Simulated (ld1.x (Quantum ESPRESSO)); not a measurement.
## What one change does to a pseudopotential (Te (Z = 52), TM)

Te, norm-conserving Troullier–Martins (Kleinman–Bylander form), made with ld1.x (Quantum ESPRESSO) 7.5 (BP86, scalar-relativistic). Core [Kr], reference 4d10 5s2 5p4. Waves: 5s (bound): rc 1.60 bohr; 5p (bound): rc 2.10 bohr; 4d (bound): rc 1.00 bohr; 4f channel at 0.15 Ry: rc 1.65 bohr. Local part: all-electron potential smoothed inside 1.20 bohr (lloc = -2). Core correction: a·sin(br)/r model core inside 1.00 bohr.

Change: all radii but the core radius scaled by about 0.93 (s 1.48, p 1.94, d 0.92, f 1.54 bohr); local potential all-electron potential smoothed inside 1.12 bohr (lloc = -2).

Cutoffs: the cutoffs (Ry, on a coarse ladder) from which the occupation-weighted sum of valence levels, in a spherical-Bessel basis at the reference potential, stays within 10 and 1 mRy of its value at 400 Ry; they do not see the model core or the augmentation charge, which bear on the density cutoff. Errors are all-electron minus pseudo energies relative to the spin-unpolarised reference configuration.

What does the change do?

The potential gets softer (120 Ry and 200 Ry → 120 Ry and 160 Ry); both files keep a bound ghost (s); of the 7 tests that both files solve, the error grows in 7 and shrinks in 0 by more than 15 % and 0.3 meV (median size 20.4 → 50.6 meV). That the errors move this way runs against the usual rule that smaller radii transfer better.

| quantity | base | changed |
| --- | --- | --- |
| cutoff, loose | 120 Ry | 120 Ry |
| cutoff, tight | 200 Ry | 160 Ry |
| loose cutoff by channel (10 mRy a level) | s 25 Ry, p 10 Ry, d 100 Ry | s 35 Ry, p 8 Ry, d 100 Ry |
| bound ghosts | s | s |
| error for 4d10 5s2 5p3, meV [ΔE 9.86 eV] | +3.7 | +9.5 |
| error for 4d10 5s2 5p2, meV [ΔE 27.94 eV] | +20 | +51 |
| error for 4d10 5s2 5p1, meV [ΔE 55.02 eV] | +36 | +108 |
| error for 4d9 5s2 5p4, meV [ΔE 49.33 eV] | +23 | +712 |
| error for 4d10 5s0 5p6, meV [ΔE 18.77 eV] | +5.0 | +28 |
| error for 4d10 5s1 5p4, meV [ΔE 19.72 eV] | +19 | +45 |
| error for 4d9 5s2 5p5, meV [ΔE 38.22 eV] | -144 | +327 |

 A true bound ghost makes a file unfit for plane-wave use even where its test errors are small: the radial tests pick states by their node count and pass the ghost by.
